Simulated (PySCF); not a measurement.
Gas-phase reaction: 3 H3SiOH ⇌ (H2SiO)3 + 3 H2

Computed with PySCF and rigid-rotor harmonic-oscillator thermochemistry at 1 bar. † marks an energy on the PBE0/def2-TZVP geometry and frequencies; other levels use their own. MP2 freezes the core. All species are closed-shell singlets. H3SiOH, (H2SiO)3: computed as isolated molecules; such fragments, hydroxides, amides, oligomers or adducts are transient or little studied in the gas. MP2 isn't extrapolated to the basis-set limit; its ΔH°(298 K) is -313.2 kJ in def2-SVP and -352.6 kJ in def2-TZVPP. The harmonic model lacks anharmonicity and excited electronic states, which grow with temperature; levels with a mode under 35 cm⁻¹ are left out. Internal rotation in H3SiOH is treated as a harmonic vibration of one conformer, which makes the entropy rough. Soft modes under 120 cm⁻¹ make the harmonic entropy rough for (H2SiO)3.

ΔH° and ΔS° at 298 K: M06-2X/def2-TZVP† -378 kJ, -30 J/K; MP2/def2-SVP† -313 kJ, -30 J/K; PBE/def2-SVP -274 kJ, -17 J/K.

Task: With the heat capacities included, give log10 K (1 bar) at 800, 1000, 1200, 1800, 2500 K from M06-2X/def2-TZVP†, MP2/def2-SVP†, PBE/def2-SVP.

Result: 
```csv
T (K),M06-2X/def2-TZVP†,MP2/def2-SVP†,PBE/def2-SVP
800,23.7,19.5,17.6
1000,18.9,15.6,14.2
1200,15.8,13.0,12.0
1800,10.6,8.7,8.3
2500,7.7,6.3,6.2
```
